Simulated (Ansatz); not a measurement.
Isolated molecules relaxed with PBE0-D4/def2-TZVP in Ansatz; ΔE leaves out vibrations. CCSD(T)/CBS is the MP2 limit (def2-TZVPP, def2-QZVPP) plus CCSD(T) − MP2 in def2-TZVPP, frozen cores. This one scheme is used for every species. Each species was taken in one conformer, which may not be the lowest.

Consider the ligand exchange at the Si–Cl bond: `C[SiH](O)Cl` + `O[SiH2]O` → `C[SiH](O)O[SiH2]O` + HCl.

| level | ΔE (kJ/mol) |
| --- | --- |
| MP2/def2-TZVPP | -19.9 |
| HF/def2-QZVPP | -24.6 |

(1) What does CCSD(T)/CBS give? (Estimate.)

Largest T1 diagnostic among the species: 0.011.

Results:

(1) Ansatz gave: -20.9 kJ/mol. The listed levels differ from it by 1.0, -3.7 kJ/mol.

The D4 term adds −7.6 kJ/mol with B3LYP and −4.6 kJ/mol with PBE0; it sums over pairs of atoms, weighted by their polarisabilities, and B3LYP, whose exchange is more repulsive, gets the larger term. From PBE to PBE0 (25 % exact exchange), in def2-TZVPP and without D4, ΔE moves by −3.8 kJ/mol.

B3LYP here is the variant with VWN-RPA as its local correlation; programs differ in this.
